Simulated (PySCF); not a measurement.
C4H9FNSi2 (doublet state).
Atom-mapped SMILES: `[CH3:1][SiH2:2][CH:3][C@@:4]([F:5])([SiH3:6])[C:7]#[N:8]` (hydrogens: H9, H10, H11 on C1; H12, H13 on Si2; H14 on C3; H15, H16, H17 on Si6)

Geometry (GFN2-xTB, Å), atoms numbered from 1 in this order:
```
atom  x, y, z in Å
C1    -2.975    0.168    0.268
Si2   -1.449   -0.256   -0.772
C3    -0.004   -0.343    0.390
C4     1.347   -0.564   -0.085
F5     1.400   -0.949   -1.423
Si6    2.279    1.190   -0.049
C7     2.127   -1.449    0.729
N8     2.746   -2.108    1.432
H9    -2.858    1.114    0.789
H10   -3.176   -0.596    1.013
H11   -3.853    0.248   -0.364
H12   -1.637   -1.536   -1.470
H13   -1.215    0.796   -1.778
H14   -0.099   -0.278    1.462
H15    1.482    1.997   -0.962
H16    3.636    0.952   -0.533
H17    2.243    1.626    1.343
```

The hyperfine couplings belong to this conformer and change with its torsions.

Computed, not measured: UKS B3LYP, pcH-1 on C F H N Si, non-relativistic, mean-field spin-orbit, GIAO in PySCF. Isolated species at its GFN2-xTB geometry (one conformer only). The geometry wasn't refined by DFT: couplings that depend on bond lengths, twists or pyramidal angles can differ widely from those at the functional's own minimum. Stability of the SCF solution: not tested.

Q: Give the principal g shifts and their parts.

A: 
```tsv
Δg (ppm)	1	2	3
relativistic mass correction	-142	-142	-142
gauge correction	2	31	32
orbital Zeeman/spin–orbit	-261	615	760
total	-400	505	650
```

So g = 2.00192, 2.00282, 2.00297 and g_iso = 2.00257; the tensor is close to axial: the two nearest values differ by 14 % of g3 − g1. 

Q: What effective moment and Curie constant follow for a powder?

A: With the mean of g² = 4.0103 and S(S+1) = 0.75: μ_eff = √(⟨g²⟩S(S+1)) = 1.734 μB and χT = 0.12505·⟨g²⟩·S(S+1) = 0.376 cm³ K/mol (cgs; spin-Hamiltonian part alone).

Q: At 9.6 GHz, how far is the centre of the isotropic spectrum from where a free electron (g = 2.002319) resonates?

A: B = hν/(g μB) with μB/h = 13.99624 MHz/mT gives 342.55 mT for the free electron and 342.51 mT at g_iso, 0.04 mT lower.

Q: What are the electron Larmor frequencies g μB B/h along the three axes at 1200 mT?

A: 33.6232, 33.6384, 33.6409 GHz for g1, g2 and g3, a range of 17.6 MHz.

Q: In a frozen sample, at which fields do the three g values resonate at 9.5, 34, 94 and 263 GHz (hyperfine left aside), and which band first spreads them over more than twice a line width of 0.3 mT?

A: 
```tsv
band	GHz	B(g3) mT	B(g2) mT	B(g1) mT	spread mT
X	9.5	338.87	338.90	339.05	0.18
Q	34.0	1212.81	1212.90	1213.45	0.64
W	94.0	3353.07	3353.31	3354.82	1.76
J	263.0	9381.45	9382.13	9386.37	4.92
```

The spread grows in proportion to the frequency. Q band is the first where it exceeds 0.6 mT.

Largest spin populations (Mulliken): C3 (+0.94) and Si6 (+0.07). No atom but C3 exceeds +0.15. The angles at C3 add up to 359.9°, so it is planar; its axial dipolar tensor and the negative coupling of its proton fit spin in a p orbital normal to that plane.

The HOMO–LUMO gaps are 5.59 eV among the α and 5.46 eV among the β orbitals.
